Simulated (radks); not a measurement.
Tm IV, 66 electrons, occupied as [Xe] 4f11 5f1 (not the ground configuration). Method: Dirac Kohn-Sham, BP86, spin-unpolarised, spherical densities, point nucleus; open shells are shared between the two j in proportion to 2j + 1; computed with a radial shooting solver on a logarithmic mesh with Libxc functionals.

Normalised radial functions P(r) = r R(r) (large component), r in bohr:

```
   r/bohr * 5s1/2, o 5p1/2, + 4f5/2 (the largest magnitude, 1.19, reaches the edge; | marks zero, & curves that meet)
  0.00159                             & *
 0.002172                             & *
 0.002967                             &  *
 0.004054                             +o *
 0.005538                             +o  *
 0.007566                             +o  *
  0.01034                             + o *
  0.01412                             +  &
  0.01929                             + * o
  0.02635                            *+    o
    0.036                         *   +     o
  0.04919                       *     +    o
   0.0672                       *     |+ o
   0.0918                           o*| +
   0.1254                      o      |    +*
   0.1713                     o       |        &
   0.2341                            o| *             +
   0.3198                   *         |        o             +
   0.4369                *            |          o               +
   0.6016                             o*                        +
   0.8219             o               |                  * +
    1.123      o                      |             +          *
    1.534          o                  |      +         *
    2.096                    o        |  +   *
    2.863                          o  |&
    3.911                             &
    5.343                             &
      7.3                             &
    9.973                             &
    13.62                             &
```

5s1/2: eigenvalue -94.209 eV, 4 radial nodes at r = 0.0241, 0.0958, 0.249, 0.588 bohr, <r> = 1.18 bohr, 90 % of the charge inside 1.70 bohr. 5p1/2: eigenvalue -70.343 eV, 3 radial nodes at r = 0.0812, 0.241, 0.604 bohr, <r> = 1.30 bohr, 90 % of the charge inside 1.89 bohr. 4f5/2: eigenvalue -50.279 eV, 0 radial nodes, <r> = 0.707 bohr, 90 % of the charge inside 1.19 bohr.
